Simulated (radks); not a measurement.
Coulomb parameter of the 3d shell of the iron ion Fe3+ in the model configuration [Ar] 3d4 4s1, as a second difference U = [E(n + 1) + E(n - 1) - 2 E(n)] / (1)^2 with all orbitals relaxed. "Bare": the charge of the atom changes with n. "Screened": the 4s shell takes up the change at fixed total charge, which measures U(3d,3d) + U(4s,4s) - 2 U(3d,4s). Method: Dirac Kohn-Sham, PBE, spin-unpolarised, spherical densities, finite nucleus; open shells are shared between the two j in proportion to 2j + 1; Fermi nuclear charge, rms radius 3.7377 fm; computed with a radial shooting solver on a logarithmic mesh with Libxc functionals.

case         configuration  E - E(n) (eV)
start         [Ar] 3d4 4s1          0.000
bare +1       [Ar] 3d5 4s1        -41.024
bare -1       [Ar] 3d3 4s1         61.076
screened +1       [Ar] 3d5        -14.230
screened -1   [Ar] 3d3 4s2         19.357

U(bare) = 20.052 eV, U(screened by 4s) = 5.127 eV.
